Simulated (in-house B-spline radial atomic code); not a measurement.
A run on O- that did not converge. Method: non-relativistic BHandHLYP, spin-polarised, spherical fractional occupations, point nucleus; computed with an all-electron radial atomic-structure program (B-spline basis).

Command:
```bash
python run_scf.py task.json out
```
Settings:
```
Z                8
configuration    [He] 2s2 2p5
hamiltonian      nr
method           bhandhlyp
spin_polarised   True
```

First and last ten iterations of the last attempt (damped for 15 steps, keeping 80 % of the old Fock matrix, then DIIS):
```
 iter        energy (Eh)    residual
    1         -73.802060    1.49e-01
    2         -73.875283    1.61e-01
    3         -74.466829    1.06e-01
    4         -74.781099    6.76e-02
    5         -74.931327    4.03e-02
    6         -74.994752    2.23e-02
    7         -75.018352    1.17e-02
    8         -74.332444    6.59e-02
    9         -74.944474    3.59e-02
   10         -74.999664    1.95e-02
  111         -74.348673    6.34e-02
  112         -74.347605    6.36e-02
  113         -74.363779    6.26e-02
  114         -74.359086    6.29e-02
  115         -74.363851    6.25e-02
  116         -74.358999    6.29e-02
  117         -74.364471    6.25e-02
  118         -74.972798    2.73e-02
  119         -74.962759    2.97e-02
  120         -74.371320    6.20e-02
 not converged after 120 iterations
```

The smallest residual met was 5.0e-03; the threshold is about 1e-07. No energy from this run should be used.